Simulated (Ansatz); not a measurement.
C₄H₃F₃ (`C=C(F)C=C(F)F`), 10 atoms. Total charge 0; spin multiplicity 1. All runs use 4 threads of an Arm Neoverse V1 on a shared host. Correlated methods freeze the cores.

Q: Give the basis size and wall time and peak host memory of each of these runs in Ansatz. RKS ωB97X-V/def2-TZVPP energy; RHF-CCSD(T)/def2-SVP energy; RHF-CCSD(T)/def2-TZVPP energy; RKS PBE0-D4/def2-SVP energy; RKS ωB97M-V/def2-SVP energy; direct RPA on PBE orbitals/def2-TZVPP energy; RKS r2SCAN-D4/def2-TZVPP energy and forces; RKS B2PLYP (frozen core)/def2-TZVPP energy; RKS ωB97M-V/def2-QZVPP energy; RKS PBE0-D4/def2-TZVP frequencies; RKS PBE0-D4/def2-TZVP relaxation (6 steps); RHF-MP2/def2-QZVPP energy. (An estimate is asked.)

A: Ansatz gave: Other jobs shared the machine, so times are rough.

```csv
level,job,functions,wall time,peak host memory (GiB)
RKS PBE0-D4/def2-SVP,energy,113,1.2 s,0.45
RKS ωB97M-V/def2-SVP,energy,113,4.8 s,0.45
RKS r2SCAN-D4/def2-TZVPP,energy and forces,259,5 s,0.35
RKS B2PLYP (frozen core)/def2-TZVPP,energy,259,7 s,0.72
direct RPA on PBE orbitals/def2-TZVPP,energy,259,7 s,0.66
RKS ωB97X-V/def2-TZVPP,energy,259,8 s,0.76
RHF-CCSD(T)/def2-SVP,energy,113,13 s,0.69
RKS ωB97M-V/def2-QZVPP,energy,489,20 s,2
RKS PBE0-D4/def2-TZVP,relaxation (6 steps),235,28 s,0.64
RHF-MP2/def2-QZVPP,energy,489,29 s,3.1
RKS PBE0-D4/def2-TZVP,frequencies,235,3 min,0.65
RHF-CCSD(T)/def2-TZVPP,energy,259,5.5 min,7
```
